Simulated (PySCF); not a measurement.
An unknown gives this computed stick spectrum. Method: TDDFT CAM-B3LYP/def2-SVPD, vertical, gas phase, core orbitals frozen in the response in PySCF. Geometries: PBE0-D3(BJ)/def2-SVP, one conformer each. Relativistic effects are left out although some hold elements past zinc. The highest level found (8.95 eV, f 0.0000 so far) is left out, since the window may have cut off a degenerate partner.

```tsv
state	λ (nm)	f
S1	194.6	0.0000
S2	186.7	0.0001
S3	186.7	0.0000
S4	185.5	0.029
S5	185.5	0.029
S6	162.9	0.0031
S7	162.8	0.0031
S8	150.5	0.125
S9	141.9	0.549
```

Problem. Which candidate is it?
A. `C[NH][AlH2]`
B. `C/N=[CH]\[GeH3]`
C. `[CH3][Be][C]#N`

Solution. C. Its S1, at 6.37 eV, is the highest among the candidates; the nearest of the others has S1 at 5.70 eV. S1 is HOMO-2/HOMO-1→LUMO/LUMO+1 (≥89%). Löwdin shares by element: HOMO carbon 55% or more, beryllium 20%, hydrogen 14% or more; LUMO (one of a set within 0.03 eV) beryllium 48%, carbon 31%, nitrogen 17%. At the same level the other candidates give, for their lowest levels:
- `C/N=[CH]\[GeH3]`: 294 nm (f 0.000); 192 nm (f 0.017); 177 nm (f 0.061); 170 nm (f 0.002); 168 nm (f 0.338); T1 3.47 eV; HOMO -8.27, LUMO 0.25 eV
- `C[NH][AlH2]`: 217 nm (f 0.129); 206 nm (f 0.020); 199 nm (f 0.000); 174 nm (f 0.011); 171 nm (f 0.009); T1 4.63 eV; HOMO -8.29, LUMO 0.26 eV

Orbitals of the list HOMO-3 to LUMO+2 that lie within 0.01 eV of each other are written together with a slash and their weights summed (≥ marks a lower bound); for degenerate orbitals outside that list single weights are arbitrary.
Triplets come from the Tamm–Dancoff approximation.
